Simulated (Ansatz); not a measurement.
`CN(C)c1ccc(-c2ccc(-c3ccc(-c4ccc(C#N)nc4)nc3)nc2)nc1`, relaxed as a singlet with RKS PBE-D4/def2-SVP in Ansatz, starting from the GFN2-xTB geometry. Force threshold 0.03 eV/Å.

Single mean-field runs in def2-SVP are fitted with def2-universal-jkfit.

Start:

```
atom   x (Å)   y (Å)   z (Å)
  C1   2.307   6.427   4.537
  N2   0.966   5.893   4.536
  C3  -0.096   6.741   5.022
  C4   0.663   4.817   3.748
  C5  -0.651   4.346   3.594
  C6  -0.897   3.223   2.833
  C7   0.163   2.568   2.204
  C8  -0.020   1.384   1.369
  C9  -1.115   0.526   1.484
 C10  -1.230  -0.552   0.628
 C11  -0.237  -0.764  -0.330
 C12  -0.287  -1.869  -1.286
 C13   0.888  -2.334  -1.879
 C14   0.829  -3.376  -2.781
 C15  -0.415  -3.937  -3.083
 C16  -0.570  -5.056  -4.015
 C17   0.345  -5.337  -5.029
 C18   0.120  -6.414  -5.866
 C19  -1.027  -7.184  -5.658
 C20  -1.282  -8.297  -6.503
 N21  -1.447  -9.187  -7.204
 N22  -1.910  -6.924  -4.694
 C23  -1.686  -5.898  -3.908
 N24  -1.539  -3.487  -2.525
 C25  -1.477  -2.492  -1.669
 N26   0.836   0.028  -0.412
 C27   0.936   1.053   0.400
 N28   1.409   3.032   2.317
 C29   1.649   4.091   3.049
 H30   2.370   7.233   5.264
 H31   2.596   6.821   3.555
 H32   3.022   5.657   4.828
 H33  -0.675   7.181   4.202
 H34   0.330   7.550   5.611
 H35  -0.774   6.175   5.664
 H36  -1.481   4.854   4.058
 H37  -1.912   2.878   2.707
 H38  -1.861   0.684   2.249
 H39  -2.061  -1.234   0.721
 H40   1.825  -1.867  -1.615
 H41   1.731  -3.766  -3.225
 H42   1.213  -4.712  -5.180
 H43   0.802  -6.658  -6.667
 H44  -2.424  -5.711  -3.141
 H45  -2.432  -2.161  -1.282
 H46   1.819   1.668   0.292
 H47   2.688   4.387   3.077
```

(1) Estimate the energy that the relaxation releases and the steps that it takes.

(2) Does the start keep its bonding and symmetry?

(3) Predict the relaxed structure.

## Answers

(1) 0.48 eV, in 17 steps; 58 s on 2 threads of AMD EPYC 7R13 on a shared host and a share (18 GiB) of an NVIDIA H100 80GB HBM3. The force fell under the threshold at step 10, but the optimiser went on and released 0.004 eV more. No frequencies were taken in this run, so the end may be a saddle point.

(2) By distances, no bond broke or formed. The bond that changes most is C20–N21, from 1.15 to 1.17 Å (atoms count from 1).

(3) 
```xyz
47

C     2.3594    6.5327    4.5157
N     1.0065    6.0094    4.5315
C    -0.0100    6.6426    5.3488
C     0.6840    4.9098    3.7699
C    -0.6242    4.3538    3.7485
C    -0.8887    3.2410    2.9534
C     0.1373    2.6643    2.1700
C    -0.0771    1.4892    1.3005
C    -1.3088    0.8111    1.1812
C    -1.4213   -0.2882    0.3289
C    -0.2943   -0.7117   -0.4109
C    -0.3316   -1.8605   -1.3437
C     0.8054   -2.1838   -2.1157
C     0.7612   -3.2606   -2.9990
C    -0.4272   -4.0189   -3.1107
C    -0.5577   -5.1713   -4.0338
C     0.4678   -5.5904   -4.9070
C     0.2580   -6.6880   -5.7442
C    -0.9902   -7.3454   -5.6852
C    -1.2401   -8.4837   -6.5374
N    -1.4158   -9.4047   -7.2430
N    -1.9887   -6.9650   -4.8588
C    -1.7677   -5.9140   -4.0678
N    -1.5157   -3.7203   -2.3660
C    -1.4649   -2.6903   -1.5232
N     0.8911   -0.0664   -0.3019
C     0.9902    0.9800    0.5147
N     1.3827    3.1919    2.1900
C     1.6484    4.2517    2.9430
H     2.4200    7.4083    5.1867
H     2.6704    6.8614    3.4985
H     3.1031    5.7825    4.8672
H    -0.8611    7.0230    4.7389
H     0.4320    7.5024    5.8837
H    -0.4283    5.9466    6.1115
H    -1.4331    4.7913    4.3483
H    -1.9059    2.8239    2.9469
H    -2.1903    1.1364    1.7530
H    -2.3857   -0.8068    0.2377
H     1.7057   -1.5647   -1.9929
H     1.6498   -3.5069   -3.5972
H     1.4328   -5.0647   -4.9427
H     1.0376   -7.0388   -6.4355
H    -2.5838   -5.6042   -3.3946
H    -2.3870   -2.5089   -0.9435
H     1.9690    1.4834    0.5833
H     2.6867    4.6214    2.9027
```
Bond lengths: 20 × C–C 1.39 to 1.48 Å; 12 × C–N 1.17 to 1.45 Å; 18 × C–H 1.10 to 1.11 Å.
